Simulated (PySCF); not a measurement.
Isomers of C6H9BO2S, one conformer each; single-point electronic energies without zero-point terms and without any empirical dispersion term.

Computed with PySCF at PBE0/pcSseg-1, non-relativistic, each on one gas-phase PBE0-D3(BJ)/def2-SVP geometry that isn't relaxed in the solvent. The solvent is an IEF-PCM continuum (Bondi radii, 1.10 Å for H, scaled by 1.2). Only the electrostatic response of the medium enters.

```csv
isomer,"relative energy, gas (kcal/mol)",dipole (D)
`COB(OC)c1cccs1`,0.0,0.89
`c1c(B(OC)OC)csc1`,2.4,1.41
```

Problem. How do the relative energies look in chloroform (ε = 4.711)?

Solution. 
| isomer | relative energy, solvent (kcal/mol) | E(solvent) − E(gas) (kcal/mol) | dipole in solvent (D) |
| --- | --- | --- | --- |
| `COB(OC)c1cccs1` | 0.0 | -3.4 | 1.13 |
| `c1c(B(OC)OC)csc1` | 2.1 | -3.7 | 1.70 |

The order is unchanged. Conformers: `[CH3:1][O:2][B:3]([O:4][CH3:5])[c:6]1[cH:7][cH:8][cH:9][s:10]1` with C1–O2–B3–O4 0°, O2–B3–O4–C5 -179°, O2–B3–C6–C7 0°; `[CH3:1][O:2][B:3]([O:4][CH3:5])[c:6]1[cH:7][cH:8][s:9][cH:10]1` with C1–O2–B3–O4 177°, O2–B3–O4–C5 0°, O2–B3–C6–C7 167°. `c1c(B(OC)OC)csc1` gains most from the continuum, and it has the largest gas-phase dipole. The gains span 0.3 kcal/mol, the gas-phase energies 2.4 kcal/mol.
